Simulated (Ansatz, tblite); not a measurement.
Cost and result up the ladder for B8N8 (16 atoms). The state is a singlet with charge 0. Geometry: r2SCAN-D4/def2-SVP.

Cartesian coordinates in Å:
```
B 0.2785 -0.7555 -2.3897
N -0.5776 -1.7203 -2.2734
N 0.9761 0.2237 -1.6382
B -0.1566 0.7972 -0.7574
B -0.5752 -1.4325 -0.8548
N -1.2082 -0.1284 -0.3697
N 0.2147 1.8886 0.2714
B -1.0343 2.1152 0.9029
B -1.3540 0.2705 1.0987
N -2.0497 1.4989 1.4189
B 1.4747 -0.6176 -0.4713
N 0.6366 -1.7904 -0.0270
N 1.9050 -0.0666 0.8176
B 0.8108 0.8341 1.1938
B 0.7879 -1.0000 1.1860
N -0.1287 -0.1169 1.8924
```

Ansatz on 2 threads of AMD EPYC 7R13 on a shared host and a share (18 GiB) of an NVIDIA H100 80GB HBM3; xTB runs through tblite on one thread. Times are rough, summed over both states, and most runs start from the orbitals of an earlier one. ωB97M-V/def2-TZVP serves as the yardstick here, not as an exact answer. The other state is a doublet.

The xTB rows come from tblite. Single mean-field runs in def2-TZVP are fitted with def2-universal-jkfit. HOMO above LUMO, or a gap near zero within one spin, warns that the state may not be the lowest or that an electron is smeared out.

Raw xTB energies of ions are shifted by several eV.

```
                          level  functions  wall time  vertical IE (eV)  difference from ωB97M-V/def2-TZVP (eV)                                     remarks
                       GFN2-xTB         64    0.095 s             13.90                                    3.81                                           –
                       GFN1-xTB         64    0.096 s             13.72                                    3.63                                           –
 PBE-D4/def2-TZVP (with forces)        496       13 s              9.33                                   -0.76  gap within one spin near zero (+1 doublet)
PBE0-D4/def2-TZVP (with forces)        496       14 s              9.76                                   -0.32                                           –
              ωB97M-V/def2-TZVP        496       16 s             10.09                                    0.00                                           –
```
